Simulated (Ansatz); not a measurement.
`[CH3][SnH2][SeH]` + SiH₄ → `[CH3][SnH2][SiH3]` + H₂Se at 400 K and 1 bar (formal exchange of groups at the Sn–Se bond).

Gas-phase electronic energies from Ansatz, PBE0-D4/def2-TZVP geometries. CBS: MP2 limit from def2 TZ/QZ plus the TZ coupled-cluster correction, frozen cores. This one scheme is used for every species. Elements past krypton have def2 core potentials. For Se, Sn outer-core shells are correlated without core-valence functions, which leaves a few kJ/mol of doubt a bond. Scalar relativity is left out up to krypton. Each species was taken in one conformer, which may not be the lowest.

```json
{"species": "`[CH3][SnH2][SeH]`", "CCSD(T)/CBS energy (Eh)": "-2656.41290", "H − E (kJ/mol)": "182.9", "S (J/(mol·K))": "391.7"}
{"species": "SiH₄", "CCSD(T)/CBS energy (Eh)": "-291.46306", "H − E (kJ/mol)": "96.9", "S (J/(mol·K))": "218.6"}
{"species": "`[CH3][SnH2][SiH3]`", "CCSD(T)/CBS energy (Eh)": "-545.95552", "H − E (kJ/mol)": "229.2", "S (J/(mol·K))": "397.7"}
{"species": "H₂Se", "CCSD(T)/CBS energy (Eh)": "-2401.89790", "H − E (kJ/mol)": "49.4", "S (J/(mol·K))": "229.5"}
```

H − E and S are ideal-gas, rigid-rotor, harmonic terms from PBE0-D4/def2-TZVP, for one conformer and one mirror image of each species. 1 Eh = 2625.50 kJ/mol, R = 8.31446 J/(mol·K).

By hand: ΔE, ΔH, ΔS and ΔG.

ΔE = (-545.95552) + (-2401.89790) − (-2656.41290) − (-291.46306) = 0.02254 Eh = 59.2 kJ/mol. Δ(H − E) = 229.2 + 49.4 − 182.9 − 96.9 = -1.2, so ΔH = 58.0 kJ/mol. ΔS = 397.7 + 229.5 − 391.7 − 218.6 = 16.9 J/(mol·K). ΔG = 58.0 − 400 × (16.9)/1000 = 51.2 kJ/mol.

By hand: the equilibrium constant, and the temperature at which ΔG would vanish if ΔH and ΔS stayed fixed.

log₁₀ K = −ΔG/(RT ln 10) = -6.7. ΔG = 0 at ΔH/ΔS = 3432 K, far beyond where these terms or the molecules hold.

ΔH outweighs TΔS. A doubt of 5 kJ/mol in ΔE shifts log₁₀ K by 0.7 here. Other conformers and mirror images would add mixing entropy, several J/(mol·K) or more a flexible species. These are equilibria of isolated gas molecules and say nothing of rates. Largest T1 diagnostic: 0.012 (customary marks: 0.02 for closed shells, 0.045 for open ones).
